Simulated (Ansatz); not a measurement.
`O=[CH][Ga]([F])[GeH3]` + `CO[SiH](O)F` → `CO[SiH](F)[O][GeH3]` + `O=[CH][GaH][F]`  (cleavage of the Ge–Ga bond)

Program: Ansatz. Geometries: PBE0-D4/def2-TZVP. ΔE: electronic, gas phase. CBS: MP2 limit from def2 TZ/QZ plus the TZ coupled-cluster correction, frozen cores. Functionals use def2-TZVPP. For Ga, Ge outer-core shells are correlated without core-valence functions, which leaves a few kJ/mol of doubt a bond. Scalar relativity is left out up to krypton. Each species was taken in one conformer, which may not be the lowest.

`O=[CH][Ga]([F])[GeH3]`:

Cartesian coordinates in Å:
```
O -2.312 -0.044 1.488
C -2.065 0.725 0.597
Ga -0.284 0.609 -0.393
F -0.140 1.889 -1.603
Ge 1.598 -0.926 -0.150
H -2.810 1.506 0.315
H 2.428 -0.514 1.077
H 1.092 -2.360 0.065
H 2.494 -0.884 -1.395
```

`CO[SiH](O)F`:

Cartesian coordinates in Å:
```
C 1.335 0.912 0.128
O 0.405 0.085 -0.541
Si -0.812 -0.726 0.163
O -1.770 -1.335 -0.991
F -1.605 0.295 1.099
H 1.959 0.331 0.816
H 0.831 1.703 0.690
H 1.981 1.370 -0.622
H -0.372 -1.835 1.022
H -1.953 -0.801 -1.765
```

`CO[SiH](F)[O][GeH3]`:

Z-matrix (Å, degrees):
```
C
O 1 1.411
H 1 1.095 2 111.3
H 1 1.091 2 108.2 3 119.1
H 1 1.094 2 111.2 3 -121.5
Si 2 1.627 1 125.4 3 61.2
O 6 1.605 2 108.0 1 172.6
F 6 1.595 2 108.4 1 52.6
H 6 1.473 2 112.7 1 -64.6
Ge 7 1.786 6 133.3 2 -23.6
H 10 1.535 7 108.7 6 -45.6
H 10 1.534 7 107.9 6 75.6
H 10 1.533 7 104.8 6 -165.2
```

`O=[CH][GaH][F]`:

Z-matrix (Å, degrees):
```
C
Ga 1 2.030
O 1 1.202 2 120.5
H 1 1.115 2 119.6 3 180.0
F 2 1.762 1 112.4 3 -179.9
H 2 1.556 1 131.1 3 0.1
```

| level | ΔE (kJ/mol) |
| --- | --- |
| BLYP-D4 | 9.3 |
| MP2/def2-QZVPP | 1.1 |

Question: What does CCSD(T)/CBS give? (Best estimate.)

Answer: Computed: +6.3 kJ/mol. The listed levels differ from it by 3.0, -5.2 kJ/mol.

Largest T1 diagnostic among the species: 0.016.

At CCSD(T), def2-SVP lies −11.5 kJ/mol from the extrapolated value and def2-TZVPP −4.6 kJ/mol. From PBE to PBE0 (25 % exact exchange), in def2-TZVPP and without D4, ΔE moves by −5.8 kJ/mol.

CCSD(T)/CBS has its own doubt, a few kJ/mol and more with outer-core shells, so smaller differences from it don't rank the levels.
